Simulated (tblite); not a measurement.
Compound: C7H7 (doublet state).
Structure used (GFN2-xTB), in Å, numbered top down from 1:
```xyz
14
C7H7 angstrom
C     -1.311    1.603    1.495
C     -0.902    0.442    1.137
C     -0.219    0.124   -0.228
C     -1.043   -0.848   -0.908
C     -1.739   -1.676   -1.424
C      1.148   -0.409    0.056
C      2.263    0.254   -0.199
H     -1.353    2.598    1.117
H     -1.000   -0.436    1.760
H     -0.162    1.045   -0.817
H     -2.343   -2.386   -1.905
H      1.177   -1.387    0.518
H      2.253    1.231   -0.656
H      3.231   -0.154    0.033
```

Calculated harmonic vibrations of the isolated species, GFN2-xTB (tblite), most abundant isotopes, no scaling. This tight-binding method is rough: wavenumbers can miss measured ones by several per cent, in bad cases by 10 to 20. One conformer, not necessarily the lowest. Open shells enter through the occupations alone, without spin polarisation, and single modes of such species can be off by tens of per cent.

Harmonic wavenumbers (cm⁻¹): 60.7, 76.5, 156.2, 167.0, 271.8, 328.7, 388.6, 416.8, 494.2, 604.5, 641.0, 648.9, 663.8, 726.6, 875.4, 893.2, 919.4, 927.1, 1012.2, 1036.5, 1118.9, 1169.6, 1224.4, 1235.1, 1294.6, 1412.1, 1682.3, 1726.4, 2270.4, 2939.3, 3030.5, 3060.9, 3097.4, 3126.7, 3198.4, 3395.9.

A = 2933, B = 2482, C = 1458 MHz; mass 91.055 u (most abundant isotopes); point group C1, symmetry number 1; spin multiplicity 2.

Problem. Zero-point energy?

Solution. ½Σν̃ = 23146 cm⁻¹ = 276.88 kJ/mol.

Problem. Give the ideal-gas entropy at 500 K and 1 bar in the rigid-rotor, harmonic-oscillator model (classical rotation).

Solution. Translation 175.87, rotation 122.79, vibration 155.65, spin (R ln 2) 5.76: S = 460.1 J/(mol K).

Problem. And Cp and H(500 K) − H(0)?

Solution. Cp = 185.91 J/(mol K), of which vibrations give 152.65 (their classical limit is 36 R = 299.3); H(500 K) − H(0) = 57.03 kJ/mol without the zero-point energy, 40.41 from vibrations.

Problem. Blend soft modes into free rotors: weight 1/[1 + (100 cm⁻¹/ν̃)⁴] for the oscillator and the rest for a rotor with moment μB/(μ + B), μ = h/(8π²ν), B = 10⁻⁴⁴ kg m². What vibrational entropy results?

Solution. 144.85 J/(mol K) in place of 155.65, which changes −T·S at 500 K by +5.40 kJ/mol.

Problem. How do the functions run with temperature in this model?

Solution. 
```json
{"T (K)": "150", "S (J/(mol K))": "306.0", "Cp (J/(mol K))": "82.5", "H − H(0) (kJ/mol)": "8.57", "G − H(0) (kJ/mol)": "-37.33", "ln q(vib)": "2.13"}
{"T (K)": "250", "S (J/(mol K))": "356.1", "Cp (J/(mol K))": "116.5", "H − H(0) (kJ/mol)": "18.52", "G − H(0) (kJ/mol)": "-70.50", "ln q(vib)": "4.08"}
{"T (K)": "298.15", "S (J/(mol K))": "378.0", "Cp (J/(mol K))": "132.4", "H − H(0) (kJ/mol)": "24.52", "G − H(0) (kJ/mol)": "-88.18", "ln q(vib)": "5.03"}
{"T (K)": "400", "S (J/(mol K))": "421.2", "Cp (J/(mol K))": "162.3", "H − H(0) (kJ/mol)": "39.58", "G − H(0) (kJ/mol)": "-128.91", "ln q(vib)": "7.04"}
{"T (K)": "600", "S (J/(mol K))": "495.7", "Cp (J/(mol K))": "204.8", "H − H(0) (kJ/mol)": "76.60", "G − H(0) (kJ/mol)": "-220.82", "ln q(vib)": "10.92"}
{"T (K)": "900", "S (J/(mol K))": "587.0", "Cp (J/(mol K))": "244.7", "H − H(0) (kJ/mol)": "144.52", "G − H(0) (kJ/mol)": "-383.74", "ln q(vib)": "16.32"}
```

q(vib) and H(0) count from the zero-point level.

Problem. What must be added to the electronic energy to get the Gibbs energy at 500 K and 1 bar?

Solution. ZPE + [H(500 K) − H(0)] − T·S = 276.88 + 57.03 − 230.04 = 103.87 kJ/mol.

Hindered rotation and anharmonicity are outside this model. Other conformers, if any are populated, would add a mixing term that is left out. The structure is chiral; the term R ln 2 for an equal mix with its mirror image is left out.

The run took 0.34 s on one thread, Arm Neoverse V1 (aarch64), shared host with 32 logical CPUs at a one-minute load of 24. The figure is for the frequency step alone.
